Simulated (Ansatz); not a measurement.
Basis-set series for `[F][Nb]([F])([Cl])([Cl])[Cl]`. Total charge 0; spin multiplicity 1. Nb takes the def2 core potential. Geometry: relaxed with PBE0-D4/def2-TZVP.

```csv
functional,basis,functions,energy (Eh),HOMO (eV),LUMO (eV)
PBE0-D4,def2-SVP,113,-1636.31934,-9.66,-4.40
PBE0-D4,def2-QZVPP,405,-1637.11171,-9.61,-4.33
ωB97M-V,def2-SVP,113,-1636.76448,-11.77,-2.35
ωB97M-V,def2-QZVPP,405,-1637.55236,-11.78,-2.35
```

Question: Give the rows for def2-TZVPP. (Estimate.)

Answer: Computed: 
| functional | basis | functions | energy (Eh) | HOMO (eV) | LUMO (eV) |
| --- | --- | --- | --- | --- | --- |
| PBE0-D4 | def2-TZVPP | 244 | -1637.05684 | -9.62 | -4.35 |
| ωB97M-V | def2-TZVPP | 244 | -1637.50002 | -11.77 | -2.35 |
